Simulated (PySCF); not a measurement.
Potential energy of SnTe⁺ along the bond

Set-up: basis Sn cc-pVDZ-PP with ECP28, Te cc-pVDZ-PP with ECP28; scalar-relativistic core potentials; PySCF 2.14. Energies in eV from Sn⁺ + Te in their ground configurations at the same level. State: ²Π (doublet), unpaired electrons π ↑.

All columns are PBE0. A positive dipole points towards Te; it is taken about the centre of mass and depends on that origin.

```csv
R (Å),E (eV),μ (D),Mulliken charge on Sn (basis-dependent),HOMO (eV),LUMO (eV),Mayer bond order,⟨S²⟩
2.325,-1.690,-1.36,0.65,-12.73,-11.16,1.84,0.75
2.433,-2.351,-1.92,0.70,-12.75,-10.83,1.80,0.75
2.541,-2.707,-2.47,0.74,-12.42,-10.53,1.76,0.76
2.622,-2.829,-2.88,0.76,-12.20,-10.33,1.74,0.76
2.703,-2.860,-3.27,0.78,-11.98,-10.14,1.71,0.76
2.784,-2.823,-3.64,0.80,-11.78,-9.97,1.69,0.77
2.892,-2.699,-4.08,0.82,-11.53,-9.76,1.66,0.78
3.027,-2.468,-4.50,0.83,-11.24,-9.55,1.61,0.84
3.189,-2.146,-4.63,0.81,-10.96,-9.36,1.52,1.01
3.406,-1.738,-4.32,0.76,-10.71,-9.15,1.30,1.31
```

A fit through these points gives, at Re = 2.696 Å, μ = -3.23 D and dμ/dR = -4.73 D/Å; the reduced mass is 62.35 u.

Q: How strong is the fundamental in the double-harmonic approximation, I = 42.26·(dμ/dR)²/μred km/mol?

A: I = 42.26·(-4.73)²/62.35 = 15.2 km/mol at PBE0.

⟨S²⟩ of the unrestricted solution departs from its pure value on part of the curve, where spin states mix. Spin–orbit coupling is left out, which matters for elements this heavy, above all for dissociation energies. For an ion De counts to the pair picked by the measured ionisation energies or electron affinities, which need not be the lowest pair at this level. The state is the lowest determinant that a PBE0 search found; another state may lie lower at other levels.
